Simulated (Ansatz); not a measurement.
CH$_{6}$N$_{2}$OSi, SMILES `NC(=O)N[SiH3]`. The species carries charge 0 and has multiplicity 1. The geometry is a stationary point of PBE0-D4/def2-TZVP. It is one conformer, not always the lowest.

```xyz
11

N     1.754   -1.137    0.404
C     0.665   -0.601   -0.226
O     0.368   -0.868   -1.378
N    -0.086    0.299    0.483
Si   -1.434    1.024   -0.364
H     2.181   -1.909   -0.079
H     1.796   -1.159    1.407
H     0.216    0.589    1.398
H    -2.442    0.010   -0.747
H    -0.999    1.805   -1.544
H    -2.020    1.947    0.646
```

(1) What is the dipole moment at ωB97M-V/def2-TZVPP? (Estimate.)

(2) And with PBE, r2SCAN, B3LYP? (An estimate is asked.)

(3) Give the Mulliken charges with ωB97M-V, r2SCAN, PBE in def2-TZVPP. (An estimate is asked.)

Results:

(1) Computed: 4.15 D, with components (1.39, -0.17, 3.91) D in this frame, pointing from negative to positive charge.

(2) Ansatz gave: PBE 4.04 D, r2SCAN 4.13 D, B3LYP 4.12 D.

(3) Computed: 
| atom | ωB97M-V | r2SCAN | PBE |
| --- | --- | --- | --- |
| N1 | -0.25 | -0.33 | -0.28 |
| C2 | 0.39 | 0.43 | 0.28 |
| O3 | -0.41 | -0.43 | -0.35 |
| N4 | -0.29 | -0.34 | -0.25 |
| Si5 | 0.27 | 0.40 | 0.30 |
| H6 | 0.15 | 0.19 | 0.19 |
| H7 | 0.12 | 0.16 | 0.15 |
| H8 | 0.10 | 0.14 | 0.13 |
| H9 | -0.02 | -0.06 | -0.05 |
| H10 | -0.02 | -0.06 | -0.05 |
| H11 | -0.04 | -0.09 | -0.07 |

B3LYP here is the variant with VWN-RPA as its local correlation; programs differ in this.
